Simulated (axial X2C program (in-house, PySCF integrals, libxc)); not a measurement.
**Nuclear properties of BaI⁺**

Computed with an in-house all-electron X2C program for linear molecules (integrals from PySCF): two-component X2C with atomic mean-field Coulomb and Gaunt terms, Gaussian nuclei, basis Ba dyall-cv3z, I dyall-cv3z with contracted cores.

R = 2.967 Å (near the PBE0 minimum at charge 1 of the determinant lowest at the starting distance; the state shown can have its own minimum elsewhere).

Input and command:
```json
{"zs": [56, 53], "q": 1, "bas": ["dyall-cv3z", "dyall-cv3z"], "r0": 3.29, "levels": ["PBE0", "HF", "r2SCAN", "PBE", "PBE50"], "nst": 2}
```
```bash
python soeom.py task.json out
```

Keys: zs atomic numbers; q charge; bas basis sets; r0 starting distance in Å; levels methods; nst determinants followed.

Determinant lowest in the PBE0 search, Ω = 0 (closed shell), highest spinor 83% I p, 11% Ba d, 4% Ba f:

```csv
level,qzz Ba (a.u.),qzz I (a.u.)
PBE0,-1.38,0.52
HF,-1.32,0.00
r2SCAN,-1.40,0.37
PBE,-1.48,0.51
PBE50,-1.31,0.51
```

qzz is the electric field gradient, eQq0 = 234.96 MHz × Q/barn × qzz. The operators were transformed with the bare-nucleus X2C matrices; with these basis sets, hyperfine constants and field gradients can be off by tens of per cent, and where levels differ in sign neither size nor sign is settled.

Problem. With Q(137Ba) = 0.236 barn (Q from Pyykkö, Mol. Phys. 2018), turn the PBE0 values of the first state into constants in MHz.

Solution. eQq0(137Ba) = 234.96 × (0.236) × (-1.38) = -76.5 MHz.

Each state is one determinant with collinear spin. The search compared states at one distance, so a state with another bond length can lie lower. Where a field gradient or hyperfine factor spreads by more than a factor of two over the levels, a constant derived from it is not to be relied on.
